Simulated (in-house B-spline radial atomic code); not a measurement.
Relativistic effects in As³⁺, [Ar] 3d10 4s2: non-relativistic Hartree-Fock (point nucleus) against Dirac-Hartree-Fock (Fermi nucleus of rms radius 4.0968 fm), both averages of the configuration, computed with a B-spline radial code for spherical atoms.

```
orbital  ε NR (Eh)  ε Dirac (Eh)  <r> NR (bohr)  <r> Dirac (bohr)  change of <r> (%)
  1s1/2    -433.88       -440.51        0.04636           0.04548               -1.9
  2s1/2    -57.592             ?         0.2059                 ?                  ?
  2p1/2    -51.436       -52.697         0.1788            0.1746               -2.3
  2p3/2    -51.436             ?         0.1788                 ?                  ?
  3s1/2    -9.3023       -9.5548         0.6054            0.5951               -1.7
  3p1/2    -7.1468        -7.337         0.6202            0.6091               -1.8
  3p3/2    -7.1468       -7.1409         0.6202            0.6189               -0.2
  3d3/2    -3.3816       -3.3581         0.6625            0.6624                0.0
  3d5/2    -3.3816       -3.3286         0.6625            0.6669               +0.7
  4s1/2    -1.7415       -1.7676           1.81             1.784               -1.4
```

**Question.** What happens to 2s1/2?

**Answer.** Its energy goes to -59.086 hartree and <r> to 0.2018 bohr (-2.03 %).

**Question.** What happens to 2p3/2?

**Answer.** Its energy goes to -51.339 hartree and <r> to 0.1783 bohr (-0.27 %).

**Question.** What explains the pattern of contraction and expansion?

**Answer.** Expansion is seen in 3d5/2. The s and p1/2 orbitals contract directly, screen the nucleus better, and so push out orbitals that have little density near the nucleus; spin-orbit coupling adds to this for j = l + 1/2 and opposes it for j = l - 1/2.

**Question.** By how much does the total energy change?

**Answer.** By -25.27 hartree, from -2232.223 to -2257.493.
